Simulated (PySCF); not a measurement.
# Computed records: Ge2H6N2, GeH4N2Si

Calculation on a computer-drawn molecule: the log of a Hartree-Fock and frozen-core CCSD(T) single point meant for a local Hartree-Fock minimum, with one planted fault or none, to be diagnosed. Offsets are logged minus clean, where the clean run is the same molecule without the fault. The reference is restricted for singlets and unrestricted otherwise, and also for a bond in bohr or an excited solution. Adding or removing an electron swaps singlet and doublet. The excited solution moves the top pair (singlet) or top alpha electron (doublet) to the lowest empty orbital. Highest occupied and lowest empty are orbital energies over both spins, largest force is the largest gradient component, triples share is (T) over the correlation energy, the T1 limit is 0.02 restricted and 0.045 unrestricted, electrons count all cores, a negative frequency is imaginary (commonest isotopes), and the dipole is about the centre of nuclear charge; on germanium a core potential holds 10 electrons, which the energies leave out, and 3d is frozen in MP2 and coupled-cluster steps. Program: PySCF 2.14.0.

Common to all runs: meant charge 0; meant multiplicity 1; meant basis and core potential on germanium cc-pVDZ-PP ECP10MDF; logged SCF converged yes; logged CC converged yes; logged SCF stable within its kind yes; possible faults no fault, one electron removed, one electron added, multiplicity raised by two, geometry at a saddle point, SCF held on an excited solution, minimal basis STO-3G, one bond length entered in bohr, all coordinates scaled.

(1) 
```xyz
10
formula=Ge2H6N2 meant_basis=cc-pVDZ logged_electrons=85 logged_basis_functions=104 logged_spin_squared=0.7691 logged_highest_occupied=1.3712 logged_lowest_empty=7.4395 logged_largest_force=0.06298 logged_T1_diagnostic=0.015888 logged_D1_diagnostic=0.060413 logged_triples_share=0.030139 logged_dipole_magnitude=8.0958 logged_energy_HF=-699.02332 logged_energy_CCSD(T)=-699.62597 planted_fault=one_electron_added HF_energy_offset_from_clean_run=48.61 CCSD(T)_energy_offset_from_clean_run=46.63
N      1.6560     1.5152    -1.7974
Ge     1.8513     0.8732    -0.2545
N      1.6688    -0.8933    -0.0106
Ge     1.8095    -1.9303     1.5107
H      1.7821     2.5175    -1.8110
H      2.1755     1.5080     1.0951
H      1.4528    -1.3855    -0.8616
H      2.9263    -2.9623     1.3378
H      0.4850    -2.6492     1.7771
H      2.1385    -0.9766     2.6588
```

Units: logged_highest_occupied, logged_lowest_empty in eV; logged_largest_force in hartree/bohr; logged_dipole_magnitude in debye; logged_energy_HF, logged_energy_CCSD(T) in hartree; HF_energy_offset_from_clean_run, CCSD(T)_energy_offset_from_clean_run in kcal/mol.

Drawn bonds:
```csv
atom,other atom,order
1,2,2
2,3,1
3,4,1
1,5,1
2,6,1
3,7,1
4,8,1
4,9,1
4,10,1
```

Notes: highest electron not bound in this basis.

(2) 
```xyz
8
formula=GeH4N2Si meant_basis=cc-pV(D+d)Z logged_electrons=64 logged_basis_functions=94 logged_spin_squared=2.0058 logged_highest_occupied=-7.3736 logged_lowest_empty=0.0053767 logged_largest_force=0.02738 logged_T1_diagnostic=0.022815 logged_D1_diagnostic=0.081945 logged_triples_share=0.03621 logged_dipole_magnitude=4.431 logged_energy_HF=-693.42092 logged_energy_CCSD(T)=-693.97398 planted_fault=multiplicity_raised_by_two HF_energy_offset_from_clean_run=34.77 CCSD(T)_energy_offset_from_clean_run=51.14
N     -1.0918     3.2666    -0.6604
Ge    -0.2750     2.0985     0.2198
N     -0.3627     1.6644     1.9991
Si    -1.2961     2.3098     3.3048
H     -1.7373     3.8191    -0.1147
H      0.7341     1.1779    -0.4420
H      0.2532     0.9083     2.2513
H     -2.0229     3.3585     2.4821
```

Units: logged_highest_occupied, logged_lowest_empty in eV; logged_largest_force in hartree/bohr; logged_dipole_magnitude in debye; logged_energy_HF, logged_energy_CCSD(T) in hartree; HF_energy_offset_from_clean_run, CCSD(T)_energy_offset_from_clean_run in kcal/mol.

Drawn bonds:
```csv
atom,other atom,order
1,2,2
2,3,1
3,4,1
1,5,1
2,6,1
3,7,1
4,8,1
```

(3) 
```xyz
8
formula=GeH4N2Si meant_basis=cc-pV(D+d)Z logged_electrons=65 logged_basis_functions=94 logged_spin_squared=0.7763 logged_highest_occupied=-0.3943 logged_lowest_empty=6.6789 logged_largest_force=0.0694 logged_T1_diagnostic=0.02723 logged_D1_diagnostic=0.14226 logged_triples_share=0.036612 logged_dipole_magnitude=7.6248 logged_energy_HF=-693.46243 logged_energy_CCSD(T)=-694.04727 planted_fault=one_electron_added HF_energy_offset_from_clean_run=8.726 CCSD(T)_energy_offset_from_clean_run=5.15
N     -1.0918     3.2666    -0.6604
Ge    -0.2750     2.0985     0.2198
N     -0.3627     1.6644     1.9991
Si    -1.2961     2.3098     3.3048
H     -1.7373     3.8191    -0.1147
H      0.7341     1.1779    -0.4420
H      0.2532     0.9083     2.2513
H     -2.0229     3.3585     2.4821
```

Units: logged_highest_occupied, logged_lowest_empty in eV; logged_largest_force in hartree/bohr; logged_dipole_magnitude in debye; logged_energy_HF, logged_energy_CCSD(T) in hartree; HF_energy_offset_from_clean_run, CCSD(T)_energy_offset_from_clean_run in kcal/mol.

Drawn bonds:
```csv
atom,other atom,order
1,2,2
2,3,1
3,4,1
1,5,1
2,6,1
3,7,1
4,8,1
```
